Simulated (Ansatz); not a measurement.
Total energies of BiH2(OMe) (CH5BiO) from Ansatz at r2SCAN-D4/def2-TZVP, gas phase (1 Eh = 27.2114 eV = 2625.5 kJ/mol). The reference geometry is relaxed at r2SCAN-D4/def2-TZVP.

```
                 state   geometry  energy (Eh)
      charge 0 singlet  reference   -331.02308
      charge 1 doublet  reference   -330.68558
free Bi atom (quartet)          –   -214.71773
 free H atom (doublet)          –     -0.49993
 free O atom (triplet)          –    -75.05861
 free C atom (triplet)          –    -37.83292
```

In the def2 sets Bi takes a core potential; there is no spin–orbit coupling.

Task: Work out the vertical ionisation energy to the doublet.

Result: E(charge 1 doublet) − E(charge 0 singlet) = -330.68558 − (-331.02308) = 0.33750 Eh = 9.18 eV. For comparison, −ε of the highest occupied level is 6.07 eV at this level, 3.11 eV less.

Task: What is the binding energy per atom against free atoms?

Result: Atoms: 1 × (-214.71773) + 5 × (-0.49993) + 1 × (-75.05861) + 1 × (-37.83292) = -330.10891 Eh. Binding: -330.10891 − (-331.02308) = 0.91417 Eh = 24.88 eV, or 3.11 eV for each of 8 atoms (no zero-point energy, no counterpoise term).
